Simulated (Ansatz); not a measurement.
Gas-phase reaction in SMILES: OB(O)Br [bromoboronic acid] + 2 B (BH3) -> BBr (BH2Br) + 2 BO (H3BO) [borinic acid]
Geometries: B3LYP-D3(BJ)/def2-TZVP minima from Ansatz (a first-principles code), one conformer each, not searched for the lowest.

Wanted: bond separation energy (electronic energy difference), in kJ/mol. Cores are frozen in the correlated levels unless marked. Spin-orbit coupling is left out. Frozen are the shells of the preceding noble gas and the d and f shells that filled before the atom's block. Non-relativistic. Basis-set limits of correlation are two-point, X^-3; Hartree-Fock from the larger set.

| level | program | bond separation energy (kJ/mol) |
|---|---|---|
| PBE/def2-TZVPD | Ansatz | -44.9 |
| revPBE-D3(BJ)/def2-TZVPD | Ansatz + dftd3 | ? |
| r2SCANh/def2-TZVPD | Ansatz | ? |
| CCSD/aug-cc-pVTZ | Ansatz | -27.3 |
| CCSD(T)/CBS(aug-cc-pVTZ,aug-cc-pVQZ) | Ansatz | -31.0 |

Q: Complete the blanks.

A: 
- revPBE-D3(BJ)/def2-TZVPD, bond separation energy (kJ/mol): -40.3
- r2SCANh/def2-TZVPD, bond separation energy (kJ/mol): -28.9
